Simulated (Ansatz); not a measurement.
Basis sets compared for the cluster TaO4H3. The state is a singlet with charge 0. Geometry PBE-D4/def2-SVP. Ansatz on 4 threads of Arm Neoverse V1 on a shared host; times are rough, and most runs start from earlier orbitals.

```xyz
8

Ta   -0.026    0.030   -0.025
O    -1.297    1.342   -0.677
O    -0.398    0.843   -1.748
O     1.152    0.767    1.271
O    -0.890   -1.532    0.629
H     1.182   -0.753   -1.064
H    -1.507   -2.202    0.290
H     1.784    1.504    1.324
```

In the def2 sets Ta takes a core potential; there is no spin–orbit coupling. The structure holds one bond between oxygen atoms, so isomers without such links may lie far lower. The structure comes from a short search, and lower isomers may exist.

Binding counts from free atoms (Ta quartet, O triplet, H doublet) in the same basis, without a counterpoise term.

```json
{"level": "PBE-D4/def2-SVP", "functions": "103", "energy (Eh)": "-359.3082", "HOMO (eV)": "-5.86", "LUMO (eV)": "-2.17", "binding per atom (eV)": "4.43", "wall time": "1 s"}
{"level": "PBE-D4/def2-TZVP", "functions": "182", "energy (Eh)": "-359.6929", "HOMO (eV)": "-5.94", "LUMO (eV)": "-2.22", "binding per atom (eV)": "4.42", "wall time": "1.6 s"}
{"level": "r2SCAN-D4/def2-TZVP", "functions": "182", "energy (Eh)": "-359.8459", "HOMO (eV)": "-6.24", "LUMO (eV)": "-2.12", "binding per atom (eV)": "4.26", "wall time": "3.2 s"}
{"level": "PBE0-D4/def2-SVP", "functions": "103", "energy (Eh)": "-359.2286", "HOMO (eV)": "-7.52", "LUMO (eV)": "-1.45", "binding per atom (eV)": "4.12", "wall time": "1.2 s"}
{"level": "PBE0-D4/def2-TZVP (with forces)", "functions": "182", "energy (Eh)": "-359.6168", "HOMO (eV)": "-7.52", "LUMO (eV)": "-1.43", "binding per atom (eV)": "4.14", "wall time": "2.9 s"}
```

Question: Estimate the rows for PBE-D4/def2-TZVPD, r2SCAN-D4/def2-TZVPD, PBE0-D4/def2-TZVPD.

Answer: 
```csv
level,functions,energy (Eh),HOMO (eV),LUMO (eV),binding per atom (eV),wall time
PBE-D4/def2-TZVPD,230,-359.6973,-6.01,-2.31,4.42,2.7 s
r2SCAN-D4/def2-TZVPD,230,-359.8495,-6.27,-2.16,4.26,4.9 s
PBE0-D4/def2-TZVPD,230,-359.6208,-7.57,-1.49,4.14,3.1 s
```
